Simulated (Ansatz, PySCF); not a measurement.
Gas-phase reaction in SMILES: C[SiH](F)N[SiH3] → C[Si@@H]([NH])F + [SiH3] (SiH3) (the N-Si bond at the site shown breaks; other sites are not compared here)
Each molecule is optimised on its own at B3LYP-D3(BJ)/def2-TZVP (Ansatz, an electronic-structure program), one conformer each, not searched for the lowest. Frequencies are from Ansatz or PySCF.

Quantity: bond dissociation energy (0 K, with B3LYP-D3(BJ) harmonic zero-point energies), in eV. Valence correlation only, unless marked. Open shells are spin-unrestricted. Spin-orbit coupling is left out. Non-relativistic. Basis-set limits of correlation are two-point, X^-3; Hartree-Fock from the larger set. [CCSD(T)-MP2]/basis is that difference in the basis named.

```
level                      program  bond dissociation energy (eV)
------------------  --------------  -----------------------------
BLYP-D4/def2-TZVPD  Ansatz + dftd4                           4.38
```

Problem. Estimate the value at RI-MP2/CBS(cc-pV(T+d)Z,cc-pV(Q+d)Z)+[CCSD(T)-MP2]/cc-pV(T+d)Z as computed with Ansatz.

Solution. 4.80 eV, so BLYP-D4/def2-TZVPD differs from it by -0.42 eV.
